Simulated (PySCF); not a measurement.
# Electric field gradients and quadrupole coupling constants

Compound: TeOF2.
Cartesian coordinates in Å at the PBE0-D3(BJ)/def2-SVP level; atoms count from 1:
```
atom  x, y, z in Å
Te1    0.0811    0.0015    0.6643
O2     1.6832   -0.0294   -0.1228
F3    -0.8590    1.3926   -0.2764
F4    -0.9054   -1.3647   -0.2651
```

Field gradients from the PBE0/pcSseg-1 (def2-TZVP on Te) density (PySCF, non-relativistic but for the core potentials past Kr), principal values in atomic units, ordered |Vxx| ≤ |Vyy| ≤ |Vzz|:

```csv
atom,Vxx,Vyy,Vzz
O2,-0.2656,-0.8541,1.1197
```

Find the asymmetry η = (Vxx − Vyy)/Vzz and the couplings χ = eQV/h (234.96 MHz × Q in barn × V in au), with Q(17O) = −0.0256 b.

| atom | environment | nucleus | η | χzz (MHz) | χxx (MHz) | χyy (MHz) |
| --- | --- | --- | --- | --- | --- | --- |
| O2 | oxygen bonded to Te | 17O | 0.53 | -6.74 | 1.60 | 5.14 |

The tensor is traceless: Vxx + Vyy + Vzz = 0.

What is Vzz at O2 in SI units (1 au = 9.71736 × 10²¹ V/m²)?

1.1197 au = 10.880 × 10²¹ V/m².

And the gradient at the other heavy atoms, for which no coupling is worked out here?

```csv
atom,environment,Vzz (au),η
F3,fluorine bonded to Te,1.800,0.09
F4,fluorine bonded to Te,1.800,0.09
```

Geometry: PBE0-D3(BJ)/def2-SVP; no solvent, vibrations or thermal averaging. Atoms past krypton carry effective core potentials; spin–orbit coupling is left out. With so small a basis the couplings can be 20 % off.
